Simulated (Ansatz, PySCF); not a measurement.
Two conformers of C3H7B (SMILES BCC=C), B3LYP-D3(BJ)/def2-TZVP minima.
Conformer 1 (charge 0, multiplicity 1):
```xyz
11

B      1.319     0.328    -0.225
C      0.415    -0.912    -0.534
C     -0.558    -0.369     0.481
C     -1.349     0.688     0.264
H      1.999     0.350     0.754
H      1.277     1.281    -0.937
H     -0.005    -0.946    -1.537
H      0.792    -1.886    -0.235
H     -0.503    -0.785     1.481
H     -1.417     1.153    -0.711
H     -1.970     1.097     1.050
```
Conformer 2 (charge 0, multiplicity 1):
```xyz
11

B     -1.7428    -0.4263    -0.0675
C     -0.3359    -0.5898    -0.7092
C      0.5600     0.6085    -0.7121
C      1.7972     0.6382    -0.2329
H     -2.2474     0.6504     0.0350
H     -2.3654    -1.3891     0.2617
H     -0.6352    -0.8263    -1.7529
H      0.1893    -1.4858    -0.3671
H      0.1294     1.5202    -1.1181
H      2.3862     1.5460    -0.2403
H      2.2645    -0.2458     0.1870
```

No zero-point or thermal terms.

Cores are frozen in the correlated methods. Rows in 6-31G* carry no dispersion term and start afresh at each structure (6-31G* with six Cartesian d functions).

The values were computed with Ansatz (a quantum-chemistry and plane-wave program) with Gaussian orbitals; PySCF for 6-31G* rows. 

What is the computed electronic energy of conformer 2 less that of conformer 1 (BP86/6-31G*)?

3.0 kcal/mol
